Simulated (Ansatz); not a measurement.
`[OH][Al]([SH])[Cl]` + CH₃NH₂ → `C[NH][Al]([OH])[SH]` + HCl  (ligand exchange at the Al–Cl bond)

Program: Ansatz. Geometries: PBE0-D4/def2-TZVP. ΔE: electronic, gas phase. CCSD(T)/CBS adds triple-zeta CCSD(T) − MP2 to the extrapolated MP2 energy (def2 sets, frozen cores). This one scheme is used for every species. DFT in def2-TZVPP. Each species was taken in one conformer, which may not be the lowest.

```csv
level,ΔE (kJ/mol),difference from CCSD(T)/CBS
LDA (SPW92),70.5,-6.5
revPBE-D4,76.7,-0.3
BLYP-D4,72.8,-4.2
B97M-V,82.9,5.9
PBE0-D4,80.2,3.2
r2SCANh-D4,80.9,3.9
B2PLYP,78.8,1.8
revPBE,83.7,6.7
CAM-B3LYP,77.3,0.3
LC-ωPBE,79.3,2.3
RPA@PBE/def2-TZVPP,70.6,-6.4
CCSD(T)/def2-SVP,78.2,1.2
HF/def2-TZVPP,89.8,12.8
SCS-MP2/def2-TZVPP,75.7,-1.3
HF/def2-QZVPP,88.8,11.8
HF/CBS(def2),88.7,11.7
CCSD(T)/CBS,77.0,0
```

Largest T1 diagnostic among the species: 0.011.

The D4 term adds −4.5 kJ/mol with B3LYP and −2.7 kJ/mol with PBE0; it sums over pairs of atoms, weighted by their polarisabilities, and B3LYP, whose exchange is more repulsive, gets the larger term. In def2-TZVPP, CCSD(T) changes the Hartree–Fock value by −15.4 kJ/mol (the triples alone add −1.1 kJ/mol) and MP2 by −13.6 kJ/mol.

B3LYP here is the variant with VWN-RPA as its local correlation; programs differ in this.
